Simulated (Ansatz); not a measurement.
Consider the formal loss of a carbene: `OCC(F)[SiH3]` → `[CH2]` (triplet) + `OC(F)[SiH3]`.

Program: Ansatz. Geometries: PBE0-D4/def2-TZVP. ΔE: electronic, gas phase. CBS: MP2 limit from def2 TZ/QZ plus the TZ coupled-cluster correction, frozen cores. This one scheme is used for every species. Functionals use def2-TZVPP. B3LYP here is the variant with VWN-RPA as its local correlation; programs differ in this. Triplets are unrestricted, without spin–orbit coupling. Each species was taken in one conformer, which may not be the lowest.

```json
{"level": "B3LYP-D4", "ΔE (kcal/mol)": "98.5"}
{"level": "ωB97M-V", "ΔE (kcal/mol)": "101.1"}
{"level": "PBE0", "ΔE (kcal/mol)": "98.1"}
{"level": "MP2/def2-TZVPP", "ΔE (kcal/mol)": "100.6"}
{"level": "CCSD/def2-TZVPP", "ΔE (kcal/mol)": "95.3"}
{"level": "HF/def2-QZVPP", "ΔE (kcal/mol)": "65.1"}
{"level": "SCS-MP2/def2-QZVPP", "ΔE (kcal/mol)": "102.8"}
{"level": "CCSD/CBS(def2)", "ΔE (kcal/mol)": "98.1"}
```

(1) What does CCSD(T)/CBS give? (Best estimate.)

Largest T1 diagnostic among the species: 0.012.

Results:

(1) Computed: +100.7 kcal/mol. The listed levels differ from it by -2.2, 0.4, -2.6, -0.1, -5.4, -35.6, 2.1, -2.6 kcal/mol.

The D4 term adds +2.8 kcal/mol with B3LYP and +1.5 kcal/mol with PBE0; it sums over pairs of atoms, weighted by their polarisabilities, and B3LYP, whose exchange is more repulsive, gets the larger term. From PBE to PBE0 (25 % exact exchange), in def2-TZVPP and without D4, ΔE moves by −1.5 kcal/mol.
